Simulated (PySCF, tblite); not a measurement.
Isomers of [C6H10O2P]- (charge -1). Computed values, GFN2-xTB/tblite, gas phase, harmonic and unscaled. This tight-binding method is rough: wavenumbers can miss measured ones by several per cent, in bad cases by 10 to 20. One conformer each.

Electronic energies: PBE0/pcSseg-1 single points on the GFN2-xTB geometries (PySCF, gas phase).

```tsv
SMILES	electronic energy, lowest = 0 (kJ/mol)
C=C[P@](=O)([O-])C1CCC1	15.0
C#C[P@@](=O)([O-])C(C)(C)C	33.5
C/C=C/[P@](=O)([O-])C1CC1	0.0
C#C[P@@](=O)([O-])CCCC	45.4
```

Task: How do GFN2-xTB zero-point energies change the relative energies?

Result: 
```csv
SMILES,ZPE (kJ/mol),of it from modes above 1550 cm⁻¹,electronic (kJ/mol),"with ZPE, lowest = 0 (kJ/mol)",lowest mode (cm⁻¹),rings
C/C=C/[P@](=O)([O-])C1CC1,387.7,191.0,0.0,0.0,36,1
C=C[P@](=O)([O-])C1CCC1,390.7,188.4,15.0,18.1,45,1
C#C[P@@](=O)([O-])C(C)(C)C,384.1,193.9,33.5,29.9,59,0
C#C[P@@](=O)([O-])CCCC,387.0,192.7,45.4,44.7,19,0
```

The zero-point energies span 6.6 kJ/mol, from `C#C[P@@](=O)([O-])C(C)(C)C` to `C=C[P@](=O)([O-])C1CCC1`. The order is unchanged.

Task: And how do the electronic energies of GFN2-xTB itself compare?

Result: `C/C=C/[P@](=O)([O-])C1CC1` 12.0; `C=C[P@](=O)([O-])C1CCC1` 0.0; `C#C[P@@](=O)([O-])C(C)(C)C` 35.4; `C#C[P@@](=O)([O-])CCCC` 60.9 kJ/mol, lowest = 0. Against the energies above, taken from the same isomer `C/C=C/[P@](=O)([O-])C1CC1`, the largest difference is 27.0 kJ/mol.

Task: What do entropy and thermal enthalpy add at 298.15 K and 1 bar (rigid rotor, harmonic oscillator, one conformer each)?

Result: 
```csv
SMILES,point group,symmetry number,S (J/(mol K)),H − H(0) (kJ/mol),ZPE + H − H(0) − TS (kJ/mol)
C/C=C/[P@](=O)([O-])C1CC1,C1,1,435.3,30.82,288.7
C=C[P@](=O)([O-])C1CCC1,C1,1,416.6,28.90,295.5
C#C[P@@](=O)([O-])C(C)(C)C,Cs,1,435.7,33.24,287.4
```

Not tabulated: `C#C[P@@](=O)([O-])CCCC` (lowest mode only 19 cm⁻¹).
